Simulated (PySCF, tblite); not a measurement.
Parent: `[cH:1]1[cH:2][s:3][cH:4][p:5]1`, C3H3PS.

Computed geometry: GFN2-xTB, gas phase. One conformer each, not checked by frequencies here.

```json
{"coordinate of the parent": "C1–C2", "value": "1.352 Å"}
{"coordinate of the parent": "C2–S3", "value": "1.714 Å"}
{"coordinate of the parent": "S3–C4", "value": "1.714 Å"}
{"coordinate of the parent": "C4–P5", "value": "1.704 Å"}
{"coordinate of the parent": "C1–P5", "value": "1.768 Å"}
{"coordinate of the parent": "C2–C1–P5", "value": "117.4°"}
{"coordinate of the parent": "C1–C2–S3", "value": "116.8°"}
{"coordinate of the parent": "C2–S3–C4", "value": "94.5°"}
{"coordinate of the parent": "S3–C4–P5", "value": "118.6°"}
{"coordinate of the parent": "C1–P5–C4", "value": "92.6°"}
```

Q: How does the shared frame change in `[cH:1]1[cH:2][s:3][c:4]([CH:5]2[CH2:6][CH2:7]2)[p:8]1` with S3–C4–C5–C6 -145°, C6H7PS? Atoms pair as C1 = C1, C2 = C2, S3 = S3, C4 = C4, P5 = P8 (parent first).

A: 
```json
{"parent": "C1–C2", "relative": "C1–C2", "value in the relative": "1.351 Å", "change": "-0.001"}
{"parent": "C2–S3", "relative": "C2–S3", "value in the relative": "1.716 Å", "change": "+0.002"}
{"parent": "S3–C4", "relative": "S3–C4", "value in the relative": "1.731 Å", "change": "+0.017"}
{"parent": "C4–P5", "relative": "C4–P8", "value in the relative": "1.721 Å", "change": "+0.017"}
{"parent": "C1–P5", "relative": "C1–P8", "value in the relative": "1.766 Å", "change": "-0.002"}
{"parent": "C2–C1–P5", "relative": "C2–C1–P8", "value in the relative": "117.8°", "change": "+0.4"}
{"parent": "C1–C2–S3", "relative": "C1–C2–S3", "value in the relative": "116.7°", "change": "-0.1"}
{"parent": "C2–S3–C4", "relative": "C2–S3–C4", "value in the relative": "95.2°", "change": "+0.7"}
{"parent": "S3–C4–P5", "relative": "S3–C4–P8", "value in the relative": "117.2°", "change": "-1.4"}
{"parent": "C1–P5–C4", "relative": "C1–P8–C4", "value in the relative": "93.1°", "change": "+0.5"}
```

Of the parent's bonds, S3–C4 and C4–P5 change most and about equally (+0.017 Å). Bonds of the relative outside the shared frame: C4–C5 1.467, C5–C6 1.508, C6–C7 1.490, C5–C7 1.508 Å. Point group Cs → Cs.

Q: How does the shared frame change in `[Cl:1][c:2]1[p:3][cH:4][cH:5][s:6]1`, C3H2ClPS? Atoms pair as C1 = C4, C2 = C5, S3 = S6, C4 = C2, P5 = P3 (parent first).

A: 
| parent | relative | value in the relative | change |
| --- | --- | --- | --- |
| C1–C2 | C4–C5 | 1.351 Å | -0.001 |
| C2–S3 | C5–S6 | 1.716 Å | +0.002 |
| S3–C4 | S6–C2 | 1.733 Å | +0.019 |
| C4–P5 | C2–P3 | 1.717 Å | +0.013 |
| C1–P5 | C4–P3 | 1.767 Å | -0.001 |
| C2–C1–P5 | C5–C4–P3 | 118.2° | +0.8 |
| C1–C2–S3 | C4–C5–S6 | 117.2° | +0.4 |
| C2–S3–C4 | C5–S6–C2 | 93.8° | -0.7 |
| S3–C4–P5 | S6–C2–P3 | 118.9° | +0.3 |
| C1–P5–C4 | C4–P3–C2 | 91.9° | -0.7 |

Of the parent's bonds, S3–C4 changes most (+0.019 Å). Bonds of the relative outside the shared frame: Cl1–C2 1.716 Å. Point group Cs → Cs.

Q: How does the shared frame change in `[CH3:1][O:2][c:3]1[p:4][cH:5][cH:6][s:7]1` with C1–O2–C3–P4 180°, C4H5OPS? Atoms pair as C1 = C5, C2 = C6, S3 = S7, C4 = C3, P5 = P4 (parent first).

A: 
| parent | relative | value in the relative | change |
| --- | --- | --- | --- |
| C1–C2 | C5–C6 | 1.348 Å | -0.004 |
| C2–S3 | C6–S7 | 1.721 Å | +0.007 |
| S3–C4 | S7–C3 | 1.737 Å | +0.023 |
| C4–P5 | C3–P4 | 1.723 Å | +0.019 |
| C1–P5 | C5–P4 | 1.769 Å | +0.001 |
| C2–C1–P5 | C6–C5–P4 | 118.7° | +1.3 |
| C1–C2–S3 | C5–C6–S7 | 116.8° | 0.0 |
| C2–S3–C4 | C6–S7–C3 | 94.1° | -0.4 |
| S3–C4–P5 | S7–C3–P4 | 118.5° | -0.1 |
| C1–P5–C4 | C5–P4–C3 | 91.9° | -0.7 |

Of the parent's bonds, S3–C4 changes most (+0.023 Å). Bonds of the relative outside the shared frame: C1–O2 1.406, O2–C3 1.344 Å. Point group Cs → Cs.

Q: How does the shared frame change in `[N:1]#[C:2][c:3]1[p:4][cH:5][cH:6][s:7]1`, C4H2NPS? Atoms pair as C1 = C5, C2 = C6, S3 = S7, C4 = C3, P5 = P4 (parent first).

A: 
```json
{"parent": "C1–C2", "relative": "C5–C6", "value in the relative": "1.355 Å", "change": "+0.003"}
{"parent": "C2–S3", "relative": "C6–S7", "value in the relative": "1.710 Å", "change": "-0.004"}
{"parent": "S3–C4", "relative": "S7–C3", "value in the relative": "1.737 Å", "change": "+0.023"}
{"parent": "C4–P5", "relative": "C3–P4", "value in the relative": "1.729 Å", "change": "+0.025"}
{"parent": "C1–P5", "relative": "C5–P4", "value in the relative": "1.762 Å", "change": "-0.006"}
{"parent": "C2–C1–P5", "relative": "C6–C5–P4", "value in the relative": "117.9°", "change": "+0.5"}
{"parent": "C1–C2–S3", "relative": "C5–C6–S7", "value in the relative": "117.6°", "change": "+0.8"}
{"parent": "C2–S3–C4", "relative": "C6–S7–C3", "value in the relative": "94.2°", "change": "-0.3"}
{"parent": "S3–C4–P5", "relative": "S7–C3–P4", "value in the relative": "118.0°", "change": "-0.6"}
{"parent": "C1–P5–C4", "relative": "C5–P4–C3", "value in the relative": "92.4°", "change": "-0.2"}
```

Of the parent's bonds, C4–P5 changes most (+0.025 Å). Bonds of the relative outside the shared frame: N1≡C2 1.149, C2–C3 1.394 Å. Point group Cs → Cs.

Q: How does the shared frame change in `[F:1][C:2]([F:3])([F:4])[c:5]1[p:6][cH:7][cH:8][s:9]1`, C4H2F3PS? Atoms pair as C1 = C7, C2 = C8, S3 = S9, C4 = C5, P5 = P6 (parent first).

A: 
| parent | relative | value in the relative | change |
| --- | --- | --- | --- |
| C1–C2 | C7–C8 | 1.354 Å | +0.002 |
| C2–S3 | C8–S9 | 1.710 Å | -0.004 |
| S3–C4 | S9–C5 | 1.727 Å | +0.013 |
| C4–P5 | C5–P6 | 1.716 Å | +0.012 |
| C1–P5 | C7–P6 | 1.765 Å | -0.003 |
| C2–C1–P5 | C8–C7–P6 | 117.9° | +0.5 |
| C1–C2–S3 | C7–C8–S9 | 117.5° | +0.7 |
| C2–S3–C4 | C8–S9–C5 | 93.6° | -0.9 |
| S3–C4–P5 | S9–C5–P6 | 119.2° | +0.6 |
| C1–P5–C4 | C7–P6–C5 | 91.8° | -0.8 |

Of the parent's bonds, S3–C4 and C4–P5 change most and about equally (+0.012 to +0.013 Å). Bonds of the relative outside the shared frame: F1–C2 1.347, C2–F3 1.347, C2–F4 1.342, C2–C5 1.481 Å. Point group Cs → Cs.
